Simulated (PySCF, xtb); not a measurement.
B(F)(Cl)(NMe2) (C₂H₆BClFN), SMILES B(N(C)C)(Cl)F.

Geometry: B3LYP-D3(BJ)/def2-SVP. One conformer was computed; it need not be the lowest.

Method: PySCF with IEF-PCM-M06-2X/def2-SVP.

The values are the electrostatic part of the solvation free energy, E(continuum) − E(gas) at the gas-phase geometry, in a cavity of scaled van der Waals radii (PySCF's table); cavitation and dispersion terms are not included. In vacuum the orbital gap is 10.79 eV. The dipole moment in vacuum is 2.97 D.

Computed values in water (ε = 78.36), tetrahydrofuran (ε = 7.43), cyclohexanone (ε = 15.62):
| solvent | ε | ΔG(elec) (kcal/mol) | dipole (D) | gap (eV) |
|---|---|---|---|---|
| water | 78.36 | -2.7 | 3.68 | 10.60 |
| tetrahydrofuran | 7.43 | -2.2 | 3.55 | 10.64 |
| cyclohexanone | 15.62 | -2.5 | 3.63 | 10.62 |

For comparison, GFN2-xTB/ALPB(water) (xtb, at the GFN2-xTB geometry, all terms of that model) gives -4.1 kcal/mol.
